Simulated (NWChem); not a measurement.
Species: Si₂NH₅O₂; SMILES O1[SiH2]N[Si@@H]1O

```xyz
10

O     -0.0852    -2.1770    -0.5196
Si    -0.0020    -0.8455     0.4474
N      1.1881     0.3694     0.0601
Si    -0.0744     1.5526    -0.1696
O     -1.1923     0.3251     0.1633
H     -0.1132    -2.0259    -1.4696
H     -0.0103    -1.4048     1.8154
H      2.1983     0.3903     0.0572
H     -0.2156     2.1165    -1.5444
H     -0.1258     2.6708     0.8154
```
Atoms are numbered in this order, from 1.

All runs: NWChem. Pople sets run with spherical d functions. The geometry was optimised at PBE0/def2-SVP. GIAO values for the isolated, static molecule; σ is the absolute isotropic shielding, δ = σ(reference) − σ with the isolated reference molecule computed at the same levels (1H: tetramethylsilane, 15N: ammonia, 17O: water, 29Si: tetramethylsilane).

```json
[
 {"level": "LDA (Slater exchange, VWN5)/pcSseg-1", "δ O1 (ppm)": "112.8", "δ Si2 (ppm)": "-26.6", "δ N3 (ppm)": "65.6", "δ O5 (ppm)": "115.2", "δ H6 (ppm)": "2.93", "δ H7 (ppm)": "5.37", "δ H10 (ppm)": "6.04"},
 {"level": "KT2/pcSseg-1", "δ O1 (ppm)": "98.4", "δ Si2 (ppm)": "-27.6", "δ N3 (ppm)": "53.2", "δ O5 (ppm)": "97.8", "δ H6 (ppm)": "2.69", "δ H7 (ppm)": "5.12", "δ H10 (ppm)": "5.71"},
 {"level": "PBE/pcSseg-1", "δ O1 (ppm)": "100.0", "δ Si2 (ppm)": "-32.5", "δ N3 (ppm)": "56.0", "δ O5 (ppm)": "102.4", "δ H6 (ppm)": "2.62", "δ H7 (ppm)": "5.13", "δ H10 (ppm)": "5.76"},
 {"level": "BHandHLYP/pcSseg-1", "δ O1 (ppm)": "?", "δ Si2 (ppm)": "?", "δ N3 (ppm)": "?", "δ O5 (ppm)": "?", "δ H6 (ppm)": "?", "δ H7 (ppm)": "?", "δ H10 (ppm)": "?"},
 {"level": "B3LYP/6-311G**", "δ O1 (ppm)": "92.0", "δ Si2 (ppm)": "-31.4", "δ N3 (ppm)": "52.8", "δ O5 (ppm)": "98.8", "δ H6 (ppm)": "2.38", "δ H7 (ppm)": "5.02", "δ H10 (ppm)": "5.61"}
]
```

Task: What belongs in the gaps?

Result: 
- BHandHLYP/pcSseg-1, δ O1 (ppm): 76.1
- BHandHLYP/pcSseg-1, δ Si2 (ppm): -37.8
- BHandHLYP/pcSseg-1, δ N3 (ppm): 42.8
- BHandHLYP/pcSseg-1, δ O5 (ppm): 81.6
- BHandHLYP/pcSseg-1, δ H6 (ppm): 2.52
- BHandHLYP/pcSseg-1, δ H7 (ppm): 4.59
- BHandHLYP/pcSseg-1, δ H10 (ppm): 5.09
